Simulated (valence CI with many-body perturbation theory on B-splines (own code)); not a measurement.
# E1 transitions of Ru XL

Computed by relativistic CI+MBPT: three valence electrons over a frozen Dirac-Fock core [He], a basis of 11 s, 11 p, 10 d, 8 f, 5 g, 2 h functions for each j, with the one-electron correlation potential Σ1 (screened to all orders), the two-electron term Σ2, the three-electron term Σ3, Breit, model QED; selected single and double excitations, second order for the rest, scaled by the run's own slope (own B-spline code, finite nucleus).

No measured spectrum was set against this ion. As an estimate, large intervals hold to a few tenths of a per cent, small ones and those within an open d or f shell to about a per cent.

Lines 201 to 250 of 550 in falling wavelength, among levels below 350.75 Ry, chosen from the strongest by gf and those to the six lowest levels. Wavelengths and rates use the calculated energies. Electric multipoles are in the length gauge with retardation, E1 and E2 with the static RPA response of the core. Weak lines are less certain than strong ones. Lines between different terms over intervals too small for the method are left out, as are lines whose strength nearly cancels. The highest levels of a list are the least certain.

Levels are named by their leading jj configuration (3d3/2^4 stands for four electrons in 3d with j = 3/2), which in mixed levels can hold well under half, so a name can repeat and another be missing. Letters in brackets count levels of one name in rising energy.

| λ vac (nm) | Upper | Lower | A (s⁻¹) | log gf | Branch % |
| --- | --- | --- | --- | --- | --- |
| 1.145 | (2s 2p1/2 4f7/2) J=9/2 | (2s 2p1/2 3d5/2) J=7/2 | 3.55e+13 | 0.84 | 98.5 |
| 1.144 | (2s^2 4f7/2) J=7/2 | (2s^2 3d5/2) J=5/2 | 3.59e+13 | 0.75 | 98.4 |
| 1.144 | (2s 2p1/2 4f7/2) J=7/2 [b] | (2s 2p1/2 3d5/2) J=7/2 | 2.50e+12 | -0.41 | 6.9 |
| 1.140 | (2s 2p1/2 4f7/2) J=7/2 [a] | (2s 2p1/2 3d3/2) J=5/2 | 1.11e+13 | 0.24 | 30.7 |
| 1.139 | (2s 2p1/2 4f5/2) J=3/2 | (2s 2p1/2 3d3/2) J=3/2 [b] | 9.10e+12 | -0.15 | 24.7 |
| 1.139 | (2s 2p1/2 4f5/2) J=3/2 | (2s 2p1/2 3d3/2) J=1/2 | 2.46e+13 | 0.28 | 66.9 |
| 1.139 | (2s 2p1/2 4f5/2) J=5/2 [b] | (2s 2p1/2 3d3/2) J=3/2 [b] | 2.27e+13 | 0.42 | 61.8 |
| 1.136 | (2s 2p1/2 4f7/2) J=5/2 | (2s 2p1/2 3d3/2) J=3/2 [b] | 1.82e+12 | -0.68 | 5.0 |
| 1.136 | (2s 2p3/2 4f5/2) J=3/2 | (2s 2p3/2 3d3/2) J=1/2 [a] | 1.09e+13 | -0.07 | 29.5 |
| 1.136 | (2s 2p3/2 4f5/2) J=5/2 | (2s 2p3/2 3d3/2) J=3/2 [a] | 1.75e+13 | 0.31 | 47.6 |
| 1.136 | (2s 2p3/2 4f5/2) J=7/2 | (2s 2p3/2 3d3/2) J=7/2 | 9.68e+12 | 0.18 | 26.4 |
| 1.136 | (2s 2p3/2 4f5/2) J=5/2 | (2s 2p3/2 3d3/2) J=7/2 | 1.65e+12 | -0.72 | 4.5 |
| 1.135 | (2s 2p3/2 4f5/2) J=9/2 | (2s 2p3/2 3d5/2) J=9/2 | 5.38e+12 | 0.02 | 14.8 |
| 1.135 | (2s 2p3/2 4f5/2) J=1/2 | (2s 2p3/2 3d3/2) J=1/2 [a] | 2.77e+13 | 0.03 | 75.1 |
| 1.135 | (2s 2p3/2 4f5/2) J=9/2 | (2s 2p3/2 3d3/2) J=7/2 | 2.96e+13 | 0.76 | 81.1 |
| 1.135 | (2s 2p3/2 4f5/2) J=3/2 | (2s 2p3/2 3d3/2) J=3/2 [a] | 1.93e+13 | 0.17 | 52.5 |
| 1.135 | (2p1/2^2 4f5/2) J=5/2 | (2p1/2^2 3d3/2) J=3/2 | 3.33e+13 | 0.59 | 91.6 |
| 1.134 | (2s 2p1/2 4f5/2) J=7/2 | (2s 2p1/2 3d5/2) J=5/2 [a] | 7.10e+12 | 0.04 | 19.4 |
| 1.134 | (2s 2p3/2 4f5/2) J=1/2 | (2s 2p3/2 3d3/2) J=3/2 [a] | 7.32e+12 | -0.55 | 19.8 |
| 1.134 | (2s 2p3/2 4f5/2) J=7/2 | (2s 2p3/2 3d3/2) J=5/2 [a] | 2.51e+13 | 0.59 | 68.3 |
| 1.134 | (2s 2p1/2 4f5/2) J=5/2 [b] | (2s 2p1/2 3d5/2) J=5/2 [a] | 2.98e+12 | -0.46 | 8.1 |
| 1.134 | (2s 2p3/2 4f5/2) J=5/2 | (2s 2p3/2 3d3/2) J=5/2 [a] | 1.45e+13 | 0.22 | 39.2 |
| 1.133 | (2s 2p3/2 4f7/2) J=11/2 | (2s 2p3/2 3d5/2) J=9/2 | 3.63e+13 | 0.92 | 99.9 |
| 1.133 | (2s 2p3/2 4f7/2) J=9/2 | (2s 2p3/2 3d5/2) J=9/2 | 1.48e+12 | -0.54 | 4.2 |
| 1.133 | (2s^2 4f5/2) J=5/2 | (2s^2 3d3/2) J=3/2 | 3.22e+13 | 0.57 | 87.3 |
| 1.133 | (2s 2p3/2 4f7/2) J=7/2 | (2s 2p3/2 3d3/2) J=7/2 | 1.98e+12 | -0.52 | 5.5 |
| 1.132 | (2s 2p3/2 4f5/2) J=3/2 | (2s 2p3/2 3d3/2) J=5/2 [a] | 3.32e+12 | -0.59 | 9.0 |
| 1.131 | (2s 2p1/2 4f7/2) J=7/2 [b] | (2s 2p1/2 3d5/2) J=5/2 [a] | 4.10e+12 | -0.20 | 11.4 |
| 1.129 | (2s 2p1/2 4f5/2) J=5/2 [a] | (2s 2p1/2 3d3/2) J=3/2 [a] | 2.96e+13 | 0.53 | 80.7 |
| 1.127 | (2s 2p3/2 4d5/2) J=7/2 [b] | (2p1/2 2p3/2 3s) J=5/2 | 2.31e+12 | -0.45 | 6.1 |
| 1.126 | (2s 2p1/2 4f5/2) J=7/2 | (2s 2p1/2 3d3/2) J=5/2 | 2.32e+13 | 0.55 | 63.4 |
| 1.126 | (2s 2p1/2 4f5/2) J=5/2 [b] | (2s 2p1/2 3d3/2) J=5/2 | 4.34e+12 | -0.31 | 11.8 |
| 1.125 | (2s 2p3/2 4s) J=5/2 | (2s 2p3/2 3p1/2) J=5/2 | 1.25e+12 | -0.85 | 8.9 |
| 1.122 | (2s^2 4d5/2) J=5/2 | (2s 2p1/2 3s) J=3/2 | 3.42e+12 | -0.41 | 4.4 |
| 1.122 | (2s 2p3/2 4s) J=5/2 | (2s 2p3/2 3p1/2) J=3/2 [a] | 1.01e+12 | -0.94 | 7.2 |
| 1.122 | (2p1/2^2 4d3/2) J=3/2 | (2p1/2^2 3p3/2) J=3/2 | 2.97e+12 | -0.65 | 10.2 |
| 1.120 | (2s 2p3/2 4d3/2) J=3/2 [a] | (2s 2p3/2 3p3/2) J=5/2 [a] | 1.57e+12 | -0.93 | 1.8 |
| 1.117 | (2s 2p1/2 4d3/2) J=3/2 [b] | (2s 2p1/2 3p3/2) J=3/2 [b] | 2.70e+12 | -0.69 | 3.3 |
| 1.117 | (2s 2p1/2 4d3/2) J=3/2 [a] | (2s 2p1/2 3p3/2) J=3/2 [a] | 2.77e+12 | -0.68 | 6.6 |
| 1.117 | (2s 2p1/2 4d3/2) J=5/2 | (2s 2p1/2 3p3/2) J=5/2 | 3.80e+12 | -0.37 | 11.0 |
| 1.114 | (2s 2p3/2 4d5/2) J=5/2 | (2s 2p3/2 3p3/2) J=5/2 [a] | 6.55e+12 | -0.14 | 9.1 |
| 1.114 | (2p1/2^2 4d5/2) J=5/2 | (2p1/2^2 3p3/2) J=3/2 | 1.75e+13 | 0.29 | 23.9 |
| 1.113 | (2s 2p3/2 4d5/2) J=3/2 | (2s 2p3/2 3p3/2) J=1/2 [a] | 5.07e+12 | -0.42 | 9.1 |
| 1.113 | (2s 2p1/2 4f5/2) J=5/2 [b] | (2s 2p1/2 3d3/2) J=3/2 [a] | 3.41e+12 | -0.42 | 9.3 |
| 1.112 | (2s 2p3/2 4d5/2) J=7/2 [a] | (2s 2p3/2 3p3/2) J=5/2 [a] | 1.37e+13 | 0.31 | 12.8 |
| 1.110 | (2s 2p1/2 4d5/2) J=3/2 | (2s 2p1/2 3p3/2) J=3/2 [b] | 2.86e+12 | -0.67 | 3.9 |
| 1.110 | (2s 2p1/2 4d5/2) J=5/2 [b] | (2s 2p1/2 3p3/2) J=3/2 [b] | 1.57e+13 | 0.24 | 20.3 |
| 1.110 | (2s 2p1/2 4d5/2) J=5/2 [a] | (2s 2p1/2 3p3/2) J=3/2 [a] | 1.70e+13 | 0.28 | 23.1 |
| 1.110 | (2s 2p1/2 4d5/2) J=7/2 | (2s 2p1/2 3p3/2) J=5/2 | 1.79e+13 | 0.42 | 24.1 |
| 1.110 | (2s 2p3/2 4d5/2) J=1/2 | (2s 2p3/2 3p3/2) J=1/2 [a] | 1.17e+13 | -0.37 | 15.3 |

Problem. How does gf follow from A for the line at 1.112 nm?

Solution. gf = 1.4992 × (2J+1)_upper × A / σ², with σ = 8995745 cm⁻¹ and 2J+1 = 8: gf = 2.03.
